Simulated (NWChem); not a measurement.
System: ethylenediamine (C2H8N2); SMILES NCCN

```xyz
12

N     -0.2021     1.8617    -0.0565
C      0.4973     0.5807    -0.0256
C     -0.4973    -0.5807    -0.0256
N      0.2021    -1.8617    -0.0565
H      0.4749     2.6301    -0.1343
H     -0.6860     2.0140     0.8390
H      1.1977     0.4438     0.8435
H      1.1271     0.4889    -0.9356
H     -1.1271    -0.4889    -0.9356
H     -1.1977    -0.4438     0.8435
H     -0.4749    -2.6301    -0.1343
H      0.6860    -2.0140     0.8390
```
Atoms are numbered in this order, from 1.

Program: NWChem. Pople sets run with spherical d functions. The geometry was optimised at PBE-D3(BJ)/def2-SVP. Level: PBE0/6-31G* with SMD (1 M gas to 1 M solution), gas-phase geometry.

Problem. Order these by “solvation free energy (kcal/mol)”, lowest first: ethanol; dichloromethane; cyclohexane.

Solution. ethanol (-8.8), dichloromethane (-7.8), cyclohexane (-3.6)
